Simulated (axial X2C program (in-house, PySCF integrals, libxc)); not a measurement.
**What spin–orbit coupling does to MgPb**

All values were computed with an axial X2C code built on PySCF integrals. Spin-free means the one-electron spin-free X2C Hamiltonian; two-component (2c) means X2C with spin–orbit coupling and atomic mean-field two-electron Coulomb and Gaunt terms, so the difference of the two also holds small scalar two-electron terms. Basis: Pb dyall-cv3z [12s14p10d7f1g], Mg dyall-cv3z [9s8p6d3f] (cores contracted in-house); Gaussian nuclei, density fitting, unrestricted open shells. Masses: Pb 207.977 u, Mg 23.985 u.

Spin-free state: M_S = 1, Λ = 0 (beyond evenly filled blocks: π+α, π-α); fragments Pb + Mg.

| level | Re (Å) | ωe (cm⁻¹) | De (eV) | μ (D) |
| --- | --- | --- | --- | --- |
| PBE0 | 2.806 | 204.2 | 0.867 | 2.62 |
| CCSD | 2.881 | 180.6 | 0.554 | n/a |
| CCSD(T) | 2.866 | 188.7 | 0.644 | n/a |
| PW91 | 2.802 | 207.0 | 0.983 | 2.45 |

Correlated methods: 6 electrons correlated (number of frozen shells: Pb 5 s, 4 p, 3 d, 1 f; Mg 2 s, 1 p), 308 virtual spin orbitals or spinors in MP2, 89 natural virtuals in coupled cluster.

Dipoles are positive if Mg is the positive end.

Two-component determinant lowest at the distance of the search:

Ω = 0 (closed shell); fragments Pb + Mg.

```json
{"level": "PBE0", "Re (Å)": "3.026", "ωe (cm⁻¹)": "130.6", "De (eV)": "0.345", "μ (D)": "0.82"}
{"level": "CCSD", "Re (Å)": "3.235", "ωe (cm⁻¹)": "77.0", "De (eV)": "0.100", "μ (D)": "n/a"}
{"level": "CCSD(T)", "Re (Å)": "3.126", "ωe (cm⁻¹)": "101.8", "De (eV)": "0.166", "μ (D)": "n/a"}
{"level": "PW91", "Re (Å)": "2.999", "ωe (cm⁻¹)": "139.9", "De (eV)": "0.447", "μ (D)": "0.89"}
```

From the two tables, how do the constants change at the CCSD(T) level (2c against spin-free)?

At the CCSD(T) level Re increases by 0.260 Å and ωe falls by 86.9 cm⁻¹; De changes by -0.478 eV.

One determinant describes the state; a PBE0 search over occupations chose it and may have missed a lower one. De is counted from the lowest determinant-based energies of the atoms at the same level, without counterpoise correction. Coupled cluster ran in a truncated set of natural virtual spinors; the MP2 energy of the rest was added. (T) has no such correction and the atoms are truncated less, which lowers De at CCSD(T) by a hundredth of an eV or more. Other states lie close and PBE0, whose exact exchange favours high spin, may order them wrongly; the determinant shown need not be the ground state. The nearest other spin-free determinant of the search, M_S = 1, Λ = 1, lies 0.45 eV up at the distance of the search. The 2c closed shell (π1/2)² is the Ω = 0⁺ component of the spin-free π² triplet, mixed with the ¹Σ⁺ state; no single spin-free determinant represents it. The determinant is spin-polarised beyond a pure state at some levels (its spin-free form has ⟨S²⟩ too high), which makes Re and μ there less reliable. The T1 diagnostic is large, a sign of multireference character. With the outer-core shells frozen, correlated bond lengths of heavy atoms tend to come out a few hundredths of an ångström too long.
